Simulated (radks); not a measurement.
The numbers below are computed, except where a source is named.
All-electron atom: Mo5+ in [Kr] 4d1.

Code: a radial shooting solver on a logarithmic mesh with Libxc functionals. Model: scalar-relativistic Kohn-Sham, PBEsol, spin-polarised, spherical densities, finite nucleus; open shells are filled with parallel spins first (spin-orbit coupling, left out, can overturn this in heavy ions); Fermi nuclear charge, rms radius 4.4091 fm.

Energy parts (hartree):
| part | energy |
|---|---|
| total | -4041.17200 |
| kinetic | 4166.67281 |
| electron-nucleus | -9651.70993 |
| Hartree | 1563.09663 |
| exchange-correlation | -119.23152 |

Orbitals (lengths in bohr, moments of r in powers of bohr; r(max) is where P^2 peaks):
orbital,occ.,eigenvalue (hartree),r(max),<r^4>,<1/r>
1s up,1,-730.4376,0.02288,7.220e-06,43.53
1s down,1,-730.4377,0.02288,7.220e-06,43.53
2s up,1,-105.3018,0.1297,0.001337,9.799
2s down,1,-105.2956,0.1297,0.001337,9.800
2p up,3,-94.41946,0.1036,0.0009581,9.530
2p down,3,-94.41484,0.1036,0.0009580,9.530
3s up,1,-19.93503,0.3837,0.06881,3.366
3s down,1,-19.93149,0.3837,0.06877,3.366
3p up,3,-16.36990,0.3771,0.07589,3.203
3p down,3,-16.36592,0.3771,0.07581,3.202
3d up,5,-10.56910,0.3220,0.08272,2.972
3d down,5,-10.56314,0.3221,0.08254,2.972
4s up,1,-4.69854,0.9792,2.524,1.265
4s down,1,-4.66531,0.9776,2.508,1.269
4p up,3,-3.70670,1.051,3.701,1.143
4p down,3,-3.67060,1.049,3.683,1.146
4d up,1,-2.25188,1.242,9.248,0.9063
4d down,0,-2.21281,1.239,9.306,0.9073

The highest occupied level is 4d up at -61.277 eV. Spin moment in Bohr magnetons: 1. Summed over all electrons, <r^2> = 18.36 bohr^2, which gives a Langevin (diamagnetic) susceptibility term of -14.5 x 10^-6 cm^3/mol. The spin density at the nucleus is -1.1095 e/bohr^3 (1s -0.0126, 2s -0.2820, 3s 0.1086, 4s -0.9235). The density falls to 0.001 e/bohr^3 at r = 2.80 bohr.
